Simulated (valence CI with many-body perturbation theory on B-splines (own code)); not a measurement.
Which ion has this spectrum?

A relativistic CI+MBPT calculation for an atom or ion with 21 electrons gives these levels (eV):

| J | Parity | E | g |
| --- | --- | --- | --- |
| 3/2 | even | 0.00 | 0.73 |
| 5/2 | even | 80.50 | 1.05 |
| 3/2 | even | 87.04 | 1.16 |
| 9/2 | even | 90.76 | 1.03 |
| 7/2 | even | 91.14 | 1.03 |
| 1/2 | even | 92.71 | 1.79 |
| 5/2 | even | 117.81 | 1.22 |
| 7/2 | even | 170.02 | 1.12 |
| 9/2 | even | 174.92 | 1.13 |
| 3/2 | even | 180.55 | 1.10 |
| 1/2 | even | 183.65 | 1.52 |
| 11/2 | even | 184.77 | 1.08 |
| 5/2 | even | 185.02 | 1.30 |
| 5/2 | even | 194.72 | 1.09 |

The energies are calculated, and their last digits are not significant.

Question: Which is it?
A. Os55+
B. Re54+
C. Au58+
D. Ir56+

Answer: D. Ir56+, ground level (3d3/2^3) J=3/2.
